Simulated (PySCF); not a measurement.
PySCF 2.14 output of an unrestricted r2SCAN calculation on a single atom or ion in x2c-TZVPall, with scalar relativity by spin-free X2C-1e:

```
SCF conv_tol = 1e-09
number electrons alpha = 15  beta = 10
    J. W. Furness, A. D. Kaplan, J. Ning, J. P. Perdew, and J. Sun.,  J. Phys. Chem. Lett. 11, 8208-8215 (2020)
    J. W. Furness, A. D. Kaplan, J. Ning, J. P. Perdew, and J. Sun.,  J. Phys. Chem. Lett. 11, 9248-9248 (2020)
    J. W. Furness, A. D. Kaplan, J. Ning, J. P. Perdew, and J. Sun.,  J. Phys. Chem. Lett. 11, 8208-8215 (2020)
    J. W. Furness, A. D. Kaplan, J. Ning, J. P. Perdew, and J. Sun.,  J. Phys. Chem. Lett. 11, 9248-9248 (2020)
cycle= 1 E= -1272.28742107561  delta_E= -0.00992  |g|= 0.0853  |ddm|= 0.222
cycle= 2 E= -1272.28573727606  delta_E= 0.00168  |g|= 0.131  |ddm|= 0.119
cycle= 3 E= -1272.28902734173  delta_E= -0.00329  |g|= 0.00236  |ddm|= 0.0459
cycle= 4 E= -1272.28903152074  delta_E= -4.18e-06  |g|= 0.000926  |ddm|= 0.0102
cycle= 5 E= -1272.28903186222  delta_E= -3.41e-07  |g|= 1.83e-05  |ddm|= 0.0034
cycle= 6 E= -1272.28903186255  delta_E= -3.36e-10  |g|= 3.68e-06  |ddm|= 0.000112
converged SCF energy = -1272.28903186255  <S^2> = 8.7509226  2S+1 = 6.0003075
```

The run itself started from symmetry-adapted Hartree-Fock orbitals and held the occupation by maximum overlap, on a logarithmic radial grid, so the iterations belong to that start.

Question: Which element, charge and spin multiplicity is this?

Answer: Fe⁺ (iron, charge +1), multiplicity 6; the state was [Ar] 3d6 4s1, high-spin 6D determinant.
